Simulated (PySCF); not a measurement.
[Ti(Cl)2(Br)2], neutral singlet in the gas phase. 

Cartesian coordinates (Å):
```xyz
5

Ti    -0.0091     0.0200     0.0192
Cl     1.4527    -0.9327     1.3112
Cl     0.9892     0.9082    -1.6922
Br    -1.1313     1.6768     1.2108
Br    -1.5427    -1.5693    -0.7192
```
Charge 0, spin multiplicity 1.

All levels are single points at this geometry (BP86-D3(BJ)/def2-SVP); Pople sets use spherical d functions. Orbital energies aren't observables, and empty levels follow the basis.

```
level                                  HOMO (eV)  LUMO (eV)  gap (eV)  dipole (D)  vertical IE, Delta-SCF (eV)
-------------------------------------  ---------  ---------  --------  ----------  ---------------------------
PBE-D3(BJ)/def2-TZVP in PySCF              -7.68      -4.58      3.10        0.24                            –
TPSSh-D3(BJ)/def2-TZVP in PySCF            -8.29      -4.29      4.00        0.22                            –
B3LYP/3-21G in PySCF                       -8.76      -4.18      4.59        0.94                            –
BP86/6-31G* (LANL2DZ on Ti) in PySCF       -7.89      -4.93      2.97        0.39                            –
PBE/6-31G* (LANL2DZ on Ti) in PySCF        -7.79      -4.83      2.97        0.40                            –
SVWN5/6-31G* (LANL2DZ on Ti) in PySCF      -7.93      -4.96      2.97        0.36                            –
HF/3-21G in PySCF                         -12.08      -1.11     10.96        0.83                            –
HF/6-31G* (LANL2DZ on Ti) in PySCF        -11.95      -0.99     10.96        0.45                            –
HF/STO-3G in PySCF                         -9.54       4.64     14.18        0.98                            –
```
